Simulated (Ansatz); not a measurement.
C7H16O (`CCCCCCCO`). The species carries charge 0 and has multiplicity 1.

```xyz
24

C    -1.946   -0.482    2.664
C    -2.166   -1.051    1.271
C    -1.001   -0.821    0.316
C    -0.743    0.645   -0.006
C     0.309    0.868   -1.084
C     1.714    0.445   -0.683
C     2.745    0.685   -1.769
O     2.492   -0.046   -2.952
H    -1.849    0.606    2.649
H    -2.778   -0.727    3.327
H    -1.034   -0.889    3.112
H    -3.075   -0.617    0.838
H    -2.352   -2.127    1.349
H    -0.100   -1.276    0.744
H    -1.197   -1.355   -0.621
H    -0.445    1.180    0.903
H    -1.685    1.101   -0.331
H     0.331    1.932   -1.349
H     0.021    0.336   -1.996
H     1.731   -0.618   -0.412
H     2.024    0.991    0.217
H     3.751    0.466   -1.384
H     2.736    1.737   -2.069
H     2.518   -0.982   -2.735
```

Task: Give the diagnostics of a CCSD(T)/def2-TZVPP run (frozen core, Ansatz). (Best estimate.)

Result: Ansatz gave: T1 = 0.0090, largest single amplitude 0.006, largest double 0.006, (T) share of the correlation energy 3.7 %, 8 CCSD cycles. The RHF solution is stable towards an unrestricted one. T1 lies under the customary mark of 0.02 for closed shells.
